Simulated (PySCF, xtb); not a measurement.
CH₇ClOSi₂, SMILES O(C[SiH3])[SiH2]Cl.

GFN2-xTB run with xtb at its own geometry gives an orbital gap of 5.46 eV and a dipole moment of 2.19 D.

Geometry: PBE0-D3(BJ)/def2-SVP. This is a generated structure with no PubChem entry under its InChIKey; it may be hypothetical. One conformer was computed; it need not be the lowest.

### Question
What does PBE/def2-TZVP (PySCF) give? (Estimate from the structure and the level; the computed values follow.)

### Answer
gap 5.89 eV (levels -6.60 and -0.71 eV), dipole 0.77 D.
